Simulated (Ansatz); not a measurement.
Reaction (ligand exchange at the Si–F bond): `C[SiH2][SiH2]F` + HCl → `C[SiH2][SiH2]Cl` + H–F

Calculated with Ansatz (gas phase, PBE0-D4/def2-TZVP geometries, no zero-point term in ΔE). CCSD(T)/CBS adds triple-zeta CCSD(T) − MP2 to the extrapolated MP2 energy (def2 sets, frozen cores). This one scheme is used for every species. Functionals use def2-TZVPP. B3LYP here is the variant with VWN-RPA as its local correlation; programs differ in this. HSE06 is defined as in plane-wave codes. One conformer a species, not always the lowest.

`C[SiH2][SiH2]F`:

```xyz
11

C     0.776    0.999    1.199
Si    0.519    0.416   -0.564
Si   -1.142   -1.232   -0.698
F    -0.742   -2.478    0.241
H     1.078    0.167    1.839
H     1.555    1.764    1.243
H    -0.144    1.424    1.606
H     1.787   -0.127   -1.128
H     0.082    1.544   -1.437
H    -2.457   -0.726   -0.219
H    -1.312   -1.749   -2.082
```

HCl:

```xyz
2

Cl   -0.257   -0.341    0.476
H     0.257    0.341   -0.476
```

`C[SiH2][SiH2]Cl`:

Z-matrix (Å, degrees):
```
C
Si 1 1.873
H 1 1.092 2 110.9
H 1 1.092 2 110.3 3 -119.8
H 1 1.092 2 110.7 3 120.2
Si 2 2.339 1 110.4 3 62.3
H 2 1.491 1 111.2 3 -57.9
H 2 1.489 1 110.9 3 -178.1
Cl 6 2.071 2 107.9 1 53.6
H 6 1.485 2 113.2 1 172.5
H 6 1.487 2 112.4 1 -64.1
```

H–F:

Z-matrix (Å, degrees):
```
F
H 1 0.920
```

| level | ΔE (kJ/mol) | difference from CCSD(T)/CBS |
| --- | --- | --- |
| LDA (SPW92) | 23.5 | -0.8 |
| PBE-D4 | 20.1 | -4.2 |
| revPBE-D4 | 17.0 | -7.3 |
| BLYP-D4 | 30.2 | 5.9 |
| B97M-V | 32.3 | 8.0 |
| PBE0-D4 | 19.0 | -5.3 |
| B3LYP-D4 | 29.5 | 5.2 |
| r2SCANh-D4 | 26.4 | 2.1 |
| r2SCAN0-D4 | 24.8 | 0.5 |
| HSE06-D4 | 18.5 | -5.8 |
| BHLYP-D4 | 30.4 | 6.1 |
| CAM-B3LYP-D4 | 35.4 | 11.1 |
| ωB97X-V | 29.1 | 4.8 |
| ωB97M-V | 27.4 | 3.1 |
| B2PLYP | 32.8 | 8.5 |
| PBE-QIDH | 22.0 | -2.3 |
| revPBE | 24.9 | 0.6 |
| BLYP | 38.8 | 14.5 |
| r2SCAN | 28.7 | 4.4 |
| PBE0 | 22.8 | -1.5 |
| B3LYP | 36.5 | 12.2 |
| r2SCANh | 27.6 | 3.3 |
| r2SCAN0 | 26.2 | 1.9 |
| HSE06 | 22.3 | -2.0 |
| CAM-B3LYP | 39.5 | 15.2 |
| LC-ωPBE | 28.9 | 4.6 |
| HF/def2-SVP | 31.3 | 7.0 |
| MP2/def2-SVP | 25.6 | 1.3 |
| CCSD/def2-SVP | 29.4 | 5.1 |
| CCSD(T)/def2-SVP | 28.4 | 4.1 |
| HF/def2-TZVPP | 40.5 | 16.2 |
| MP2/def2-TZVPP | 22.7 | -1.6 |
| SCS-MP2/def2-TZVPP | 29.7 | 5.4 |
| CCSD/def2-TZVPP | 31.0 | 6.7 |
| HF/def2-QZVPP | 42.3 | 18.0 |
| MP2/def2-QZVPP | 21.0 | -3.3 |
| SCS-MP2/def2-QZVPP | 27.8 | 3.5 |
| HF/CBS(def2) | 42.6 | 18.3 |
| MP2/CBS(def2) | 18.5 | -5.8 |
| CCSD/CBS(def2) | 26.8 | 2.5 |
| CCSD(T)/CBS | 24.3 | 0 |

Largest T1 diagnostic among the species: 0.012.

The D4 term adds −7.1 kJ/mol with B3LYP and −3.9 kJ/mol with PBE0; it sums over pairs of atoms, weighted by their polarisabilities, and B3LYP, whose exchange is more repulsive, gets the larger term. Leaving LDA and LC-ωPBE aside and taking each functional with its dispersion term where it has one, the values spread over 18.3 kJ/mol, from revPBE-D4 to CAM-B3LYP-D4.
